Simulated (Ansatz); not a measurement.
Calculation: PBE0-D4/def2-TZVP (Ansatz, a first-principles code). No frequencies were computed at this level.

Ansatz 0.2 input:
```yaml
crystal:
  periodic: [false, false, false]
  atoms:
    - { symbol: C, position_ang: [-0.614097, -1.179147, 0.597915] }
    - { symbol: N, position_ang: [-0.079446, 0.082227, 0.138483] }
    - { symbol: C, position_ang: [-1.08222, 0.892528, -0.508543] }
    - { symbol: Si, position_ang: [1.585653, 0.359708, -0.163028] }
    - { symbol: Cl, position_ang: [2.618214, -0.637003, 1.247384] }
    - { symbol: H, position_ang: [-0.994713, -1.781678, -0.235006] }
    - { symbol: H, position_ang: [0.156295, -1.744376, 1.114959] }
    - { symbol: H, position_ang: [-1.439396, -0.99605, 1.291513] }
    - { symbol: H, position_ang: [-1.924007, 1.050646, 0.170888] }
    - { symbol: H, position_ang: [-0.661658, 1.857508, -0.777296] }
    - { symbol: H, position_ang: [-1.462024, 0.412714, -1.418019] }
    - { symbol: H, position_ang: [1.795611, 1.795245, -0.00441] }
    - { symbol: H, position_ang: [2.101788, -0.112324, -1.454841] }
basis:
  gaussian: { orbitals: def2-tzvp }
hamiltonian:
  xc: pbe0
  dispersion: d4
relax:
  max_steps: 150
```

Output:

```
[...]
reference -24086.57847244 eV, -885.1654323928 hartree; 29, 29 occupied and 186, 186 virtual orbitals, 1403 factors
relax step   1: F+E_penalty+E_count = -24086.84116827 eV  Δ(F+E_penalty+E_count) = +0.000e0 eV  max|allowed force component| = 9.611e-1 eV/Å  Δτ_max = 0.0000 Å  (27 SCF iters, accepted)
these checks for a lower state are left out or cut short: starts, cluster_reference, orbital_swaps, neighbouring_geometries, increment
1403 factors; their error is unknown
mean field -24086.62864744 eV, -885.1672762903 hartree, gradient 5.2e-6 eV, S^2 0.000000; 0 other end points of the search recorded, 0 dependent functions left out
reference -24086.62868279 eV, -885.1672775893 hartree; 29, 29 occupied and 186, 186 virtual orbitals, 1403 factors
relax step   2: F+E_penalty+E_count = -24086.88884969 eV  Δ(F+E_penalty+E_count) = -4.768e-2 eV  max|allowed force component| = 2.590e-1 eV/Å  Δτ_max = 0.0821 Å  (31 SCF iters, accepted)
these checks for a lower state are left out or cut short: starts, cluster_reference, orbital_swaps, neighbouring_geometries, increment
1403 factors; their error is unknown
mean field -24086.63501237 eV, -885.1675101970 hartree, gradient 5.0e-6 eV, S^2 0.000000; 0 other end points of the search recorded, 0 dependent functions left out
reference -24086.63504776 eV, -885.1675114974 hartree; 29, 29 occupied and 186, 186 virtual orbitals, 1403 factors
relax step   3: F+E_penalty+E_count = -24086.89534460 eV  Δ(F+E_penalty+E_count) = -6.495e-3 eV  max|allowed force component| = 7.019e-2 eV/Å  Δτ_max = 0.0365 Å  (31 SCF iters, accepted)
these checks for a lower state are left out or cut short: starts, cluster_reference, orbital_swaps, neighbouring_geometries, increment
1403 factors; their error is unknown
mean field evaluation 32: about -24086.5517 eV, gradient 2.7e0 eV
mean field -24086.64066645 eV, -885.1677179805 hartree, gradient 5.1e-6 eV, S^2 0.000000; 0 other end points of the search recorded, 0 dependent functions left out
reference -24086.64070191 eV, -885.1677192836 hartree; 29, 29 occupied and 186, 186 virtual orbitals, 1403 factors
relax step   4: F+E_penalty+E_count = -24086.90104118 eV  Δ(F+E_penalty+E_count) = -5.697e-3 eV  max|allowed force component| = 9.882e-2 eV/Å  Δτ_max = 0.0799 Å  (30 SCF iters, accepted)
these checks for a lower state are left out or cut short: starts, cluster_reference, orbital_swaps, neighbouring_geometries, increment
1403 factors; their error is unknown
mean field -24086.64701306 eV, -885.1679512141 hartree, gradient 6.8e-6 eV, S^2 0.000000; 0 other end points of the search recorded, 0 dependent functions left out
reference -24086.64704868 eV, -885.1679525233 hartree; 29, 29 occupied and 186, 186 virtual orbitals, 1403 factors
relax step   5: F+E_penalty+E_count = -24086.90717417 eV  Δ(F+E_penalty+E_count) = -6.133e-3 eV  max|allowed force component| = 3.136e-1 eV/Å  Δτ_max = 0.1360 Å  (30 SCF iters, accepted)
these checks for a lower state are left out or cut short: starts, cluster_reference, orbital_swaps, neighbouring_geometries, increment
1403 factors; their error is unknown
mean field -24086.65407408 eV, -885.1682107019 hartree, gradient 5.9e-6 eV, S^2 0.000000; 0 other end points of the search recorded, 0 dependent functions left out
reference -24086.65410977 eV, -885.1682120135 hartree; 29, 29 occupied and 186, 186 virtual orbitals, 1403 factors
relax step   6: F+E_penalty+E_count = -24086.91375478 eV  Δ(F+E_penalty+E_count) = -6.581e-3 eV  max|allowed force component| = 2.622e-1 eV/Å  Δτ_max = 0.1203 Å  (31 SCF iters, accepted)
these checks for a lower state are left out or cut short: starts, cluster_reference, orbital_swaps, neighbouring_geometries, increment
1403 factors; their error is unknown
mean field -24086.66363823 eV, -885.1685621779 hartree, gradient 6.2e-6 eV, S^2 0.000000; 0 other end points of the search recorded, 0 dependent functions left out
reference -24086.66367394 eV, -885.1685634903 hartree; 29, 29 occupied and 186, 186 virtual orbitals, 1403 factors
relax step   7: F+E_penalty+E_count = -24086.92280245 eV  Δ(F+E_penalty+E_count) = -9.048e-3 eV  max|allowed force component| = 2.343e-1 eV/Å  Δτ_max = 0.1325 Å  (30 SCF iters, accepted)
these checks for a lower state are left out or cut short: starts, cluster_reference, orbital_swaps, neighbouring_geometries, increment
1403 factors; their error is unknown
mean field evaluation 64: about -24086.6725 eV, gradient 4.3e-3 eV
mean field -24086.67246760 eV, -885.1688866514 hartree, gradient 6.5e-6 eV, S^2 0.000000; 0 other end points of the search recorded, 0 dependent functions left out
reference -24086.67250328 eV, -885.1688879627 hartree; 29, 29 occupied and 186, 186 virtual orbitals, 1403 factors
relax step   8: F+E_penalty+E_count = -24086.93122193 eV  Δ(F+E_penalty+E_count) = -8.419e-3 eV  max|allowed force component| = 2.415e-1 eV/Å  Δτ_max = 0.1332 Å  (30 SCF iters, accepted)
these checks for a lower state are left out or cut short: starts, cluster_reference, orbital_swaps, neighbouring_geometries, increment
1403 factors; their error is unknown
mean field -24086.68129431 eV, -885.1692110268 hartree, gradient 8.5e-6 eV, S^2 0.000000; 0 other end points of the search recorded, 0 dependent functions left out
reference -24086.68132999 eV, -885.1692123380 hartree; 29, 29 occupied and 186, 186 virtual orbitals, 1403 factors
relax step   9: F+E_penalty+E_count = -24086.93963231 eV  Δ(F+E_penalty+E_count) = -8.410e-3 eV  max|allowed force component| = 2.572e-1 eV/Å  Δτ_max = 0.1478 Å  (28 SCF iters, accepted)
these checks for a lower state are left out or cut short: starts, cluster_reference, orbital_swaps, neighbouring_geometries, increment
1403 factors; their error is unknown
mean field -24086.69045387 eV, -885.1695476346 hartree, gradient 8.8e-6 eV, S^2 0.000000; 0 other end points of the search recorded, 0 dependent functions left out
reference -24086.69048969 eV, -885.1695489510 hartree; 29, 29 occupied and 186, 186 virtual orbitals, 1403 factors
relax step  10: F+E_penalty+E_count = -24086.94853908 eV  Δ(F+E_penalty+E_count) = -8.907e-3 eV  max|allowed force component| = 3.071e-1 eV/Å  Δτ_max = 0.1764 Å  (29 SCF iters, accepted)
these checks for a lower state are left out or cut short: starts, cluster_reference, orbital_swaps, neighbouring_geometries, increment
1403 factors; their error is unknown
mean field -24086.70637442 eV, -885.1701327038 hartree, gradient 5.5e-6 eV, S^2 0.000000; 0 other end points of the search recorded, 0 dependent functions left out
reference -24086.70641022 eV, -885.1701340196 hartree; 29, 29 occupied and 186, 186 virtual orbitals, 1403 factors
relax step  11: F+E_penalty+E_count = -24086.96418100 eV  Δ(F+E_penalty+E_count) = -1.564e-2 eV  max|allowed force component| = 3.574e-1 eV/Å  Δτ_max = 0.1084 Å  (30 SCF iters, accepted)
these checks for a lower state are left out or cut short: starts, cluster_reference, orbital_swaps, neighbouring_geometries, increment
1403 factors; their error is unknown
mean field -24086.72983166 eV, -885.1709947416 hartree, gradient 5.6e-6 eV, S^2 0.000000; 0 other end points of the search recorded, 0 dependent functions left out
reference -24086.72986694 eV, -885.1709960383 hartree; 29, 29 occupied and 186, 186 virtual orbitals, 1403 factors
relax step  12: F+E_penalty+E_count = -24086.99000359 eV  Δ(F+E_penalty+E_count) = -2.582e-2 eV  max|allowed force component| = 3.288e-1 eV/Å  Δτ_max = 0.1999 Å  (36 SCF iters, accepted)
these checks for a lower state are left out or cut short: starts, cluster_reference, orbital_swaps, neighbouring_geometries, increment
1403 factors; their error is unknown
mean field evaluation 96: about -24086.5214 eV, gradient 7.0e0 eV
mean field -24086.75042851 eV, -885.1717516618 hartree, gradient 7.6e-6 eV, S^2 0.000000; 0 other end points of the search recorded, 0 dependent functions left out
reference -24086.75046388 eV, -885.1717529616 hartree; 29, 29 occupied and 186, 186 virtual orbitals, 1403 factors
relax step  13: F+E_penalty+E_count = -24087.01060648 eV  Δ(F+E_penalty+E_count) = -2.060e-2 eV  max|allowed force component| = 3.603e-1 eV/Å  Δτ_max = 0.1676 Å  (29 SCF iters, accepted)
these checks for a lower state are left out or cut short: starts, cluster_reference, orbital_swaps, neighbouring_geometries, increment
1403 factors; their error is unknown
mean field -24086.75401541 eV, -885.1718834779 hartree, gradient 5.7e-6 eV, S^2 0.000000; 0 other end points of the search recorded, 0 dependent functions left out
reference -24086.75405081 eV, -885.1718847788 hartree; 29, 29 occupied and 186, 186 virtual orbitals, 1403 factors
relax step  14: F+E_penalty+E_count = -24087.01549469 eV  Δ(F+E_penalty+E_count) = -4.888e-3 eV  max|allowed force component| = 9.139e-2 eV/Å  Δτ_max = 0.1358 Å  (30 SCF iters, accepted)
these checks for a lower state are left out or cut short: starts, cluster_reference, orbital_swaps, neighbouring_geometries, increment
1403 factors; their error is unknown
mean field -24086.75672343 eV, -885.1719829959 hartree, gradient 5.7e-6 eV, S^2 0.000000; 0 other end points of the search recorded, 0 dependent functions left out
reference -24086.75675887 eV, -885.1719842982 hartree; 29, 29 occupied and 186, 186 virtual orbitals, 1403 factors
relax step  15: F+E_penalty+E_count = -24087.01690678 eV  Δ(F+E_penalty+E_count) = -1.412e-3 eV  max|allowed force component| = 1.708e-1 eV/Å  Δτ_max = 0.1099 Å  (30 SCF iters, accepted)
these checks for a lower state are left out or cut short: starts, cluster_reference, orbital_swaps, neighbouring_geometries, increment
1403 factors; their error is unknown
mean field -24086.75454799 eV, -885.1719030500 hartree, gradient 5.4e-6 eV, S^2 0.000000; 0 other end points of the search recorded, 0 dependent functions left out
reference -24086.75458343 eV, -885.1719043523 hartree; 29, 29 occupied and 186, 186 virtual orbitals, 1403 factors
relax step  16: F+E_penalty+E_count = -24087.01489518 eV  Δ(F+E_penalty+E_count) = +2.012e-3 eV  max|allowed force component| = 1.831e-1 eV/Å  Δτ_max = 0.0406 Å  (31 SCF iters, rejected (line search))
these checks for a lower state are left out or cut short: starts, cluster_reference, orbital_swaps, neighbouring_geometries, increment
1403 factors; their error is unknown
mean field evaluation 128: about -24086.7585 eV, gradient 4.5e-3 eV
mean field -24086.75846708 eV, -885.1720470740 hartree, gradient 5.3e-6 eV, S^2 0.000000; 0 other end points of the search recorded, 0 dependent functions left out
reference -24086.75850254 eV, -885.1720483770 hartree; 29, 29 occupied and 186, 186 virtual orbitals, 1403 factors
relax step  17: F+E_penalty+E_count = -24087.01879839 eV  Δ(F+E_penalty+E_count) = -1.892e-3 eV  max|allowed force component| = 1.604e-2 eV/Å  Δτ_max = 0.0189 Å  (31 SCF iters, accepted)
these checks for a lower state are left out or cut short: starts, cluster_reference, orbital_swaps, neighbouring_geometries, increment
1403 factors; their error is unknown
mean field -24086.75860395 eV, -885.1720521037 hartree, gradient 5.3e-6 eV, S^2 0.000000; 0 other end points of the search recorded, 0 dependent functions left out
reference -24086.75863941 eV, -885.1720534070 hartree; 29, 29 occupied and 186, 186 virtual orbitals, 1403 factors
relax step  18: F+E_penalty+E_count = -24087.01883555 eV  Δ(F+E_penalty+E_count) = -3.717e-5 eV  max|allowed force component| = 1.707e-2 eV/Å  Δτ_max = 0.0089 Å  (31 SCF iters, accepted)
these checks for a lower state are left out or cut short: starts, cluster_reference, orbital_swaps, neighbouring_geometries, increment
1403 factors; their error is unknown
mean field -24086.75870978 eV, -885.1720559928 hartree, gradient 5.3e-6 eV, S^2 0.000000; 0 other end points of the search recorded, 0 dependent functions left out
reference -24086.75874524 eV, -885.1720572962 hartree; 29, 29 occupied and 186, 186 virtual orbitals, 1403 factors
relax step  19: F+E_penalty+E_count = -24087.01890231 eV  Δ(F+E_penalty+E_count) = -6.676e-5 eV  max|allowed force component| = 2.570e-3 eV/Å  Δτ_max = 0.0029 Å  (32 SCF iters, accepted)
1403 factors; their error is unknown
mean field evaluation 160: about -24086.7585 eV, gradient 3.9e-1 eV
mean field -24086.75870978 eV, -885.1720559928 hartree, gradient 5.3e-6 eV, S^2 0.000000; 1 other end points of the search recorded, 0 dependent functions left out
reference -24086.75874524 eV, -885.1720572962 hartree; 29, 29 occupied and 186, 186 virtual orbitals, 1403 factors
Total energy: -24087.01893778 eV, -885.1816191956 hartree
Atom 0 at    -0.612424    -1.337720     0.181030 Å, force     0.000601     0.002570    -0.001369 eV/Å
Atom 1 at    -0.079498    -0.056262    -0.220963 Å, force    -0.000007    -0.000660    -0.000652 eV/Å
Atom 2 at    -1.064964     0.999926    -0.252953 Å, force     0.001561    -0.002096    -0.000323 eV/Å
Atom 3 at     1.580466     0.285502    -0.109531 Å, force    -0.001051    -0.000152     0.000659 eV/Å
Atom 4 at     2.237954     0.765615     1.800777 Å, force     0.000883     0.000005    -0.000350 eV/Å
Atom 5 at    -1.410994    -1.649347    -0.502414 Å, force     0.000141    -0.000314     0.000192 eV/Å
Atom 6 at     0.167645    -2.101318     0.155104 Å, force    -0.000128     0.001596    -0.000054 eV/Å
Atom 7 at    -1.029731    -1.313261     1.196880 Å, force    -0.000972    -0.000273     0.000608 eV/Å
Atom 8 at    -1.512937     1.179401     0.733870 Å, force    -0.000708     0.000092     0.000330 eV/Å
Atom 9 at    -0.613417     1.933982    -0.593377 Å, force     0.000653    -0.001317     0.000578 eV/Å
Atom 10 at    -1.874031     0.744885    -0.947416 Å, force    -0.000396     0.000128     0.000162 eV/Å
Atom 11 at     1.874062     1.472411    -0.941894 Å, force     0.000079    -0.000904     0.000115 eV/Å
Atom 12 at     2.337868    -0.923816    -0.499112 Å, force    -0.000658     0.001324     0.000104 eV/Å
Dipole moment:    -0.373497    -0.116501    -0.239646 e Å
```

Cost: around 4 core-minutes (rough).
